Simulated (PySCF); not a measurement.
Gas-phase reaction: Sb(CH3)3 + 3 C2H2 (acetylene) → Sb + 3 C3H5 (allyl)

Method: PySCF energies plus ideal-gas RRHO corrections (1 bar). S°(298 K) at PBE0/def2-TZVP differs from the NASA 1993 table for C3H5 (allyl) (-17 J/mol/K); whether the harmonic model or the table's entry is off was not settled. † marks an energy on the PBE0/def2-TZVP geometry and frequencies; other levels use their own. Open shells (unrestricted): Sb (multiplicity 4), C3H5 (allyl) (multiplicity 2); the rest are closed-shell singlets. B3LYP is the form with VWN-RPA correlation. Sb: scalar-relativistic def2 core potential, no spin-orbit coupling. The harmonic model lacks anharmonicity and excited electronic states, which grow with temperature; levels with a mode under 35 cm⁻¹ are left out. Soft modes under 120 cm⁻¹ make the harmonic entropy rough for Sb(CH3)3. Warning, spin contamination: C3H5 (allyl) (HF/def2-TZVP†).

```
level             ΔE electronic, kJ  ΔH°(298 K), kJ  ΔS°(298 K), J/K  ΔG°(2500 K), kJ
----------------  -----------------  --------------  ---------------  ---------------
B3LYP/def2-TZVP†                -22              -7               -5               65
BLYP/def2-TZVP†                  10              24               -5               97
HF/def2-TZVP†                  -322            -308               -5             -235
PBE/def2-TZVP†                  -25             -10               -5               62
PBE0/def2-TZVP                  -70             -55               -5               18
LDA/def2-TZVP†                   21              36               -5              109
```
ΔH° is lowest at HF/def2-TZVP† and highest at LDA/def2-TZVP†. No reference value is set beside these.
